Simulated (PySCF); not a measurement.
A structure optimised at PBE-D3(BJ)/def2-SVP, used in a PySCF frequency run:

```xyz
3

In     0.0000     0.0000     0.0000
I      0.0000     0.0000    -2.5912
I      0.0000     0.0000     2.5912
```
Charge +1, spin multiplicity 1.

Task: Write its SMILES, formula and point group.

Result: [I][In+][I], I2In, D∞h

Task: What are its rotational constants (standard atomic weights)?

Result: 0.29656 GHz (linear rotor, B only)
